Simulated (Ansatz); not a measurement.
Problem. Predict a relaxed structure of Pb4S4⁻, charge -1, doublet, at PBE-D4/def2-SVP (Ansatz).

Solution. 
```xyz
8

Pb   -0.970    0.525   -2.002
Pb   -0.341    2.126    0.767
Pb    2.026   -1.153   -0.723
Pb   -0.796   -1.335    1.881
S    -0.626   -1.896   -0.824
S     1.440    0.251    1.590
S     1.590    0.679   -2.553
S    -2.323    0.802    1.863
```
Point group C2 (tolerance 0.1 Å). This is one stationary point.

In the def2 sets Pb takes a core potential; there is no spin–orbit coupling. The structure comes from a short search, and lower isomers may exist.
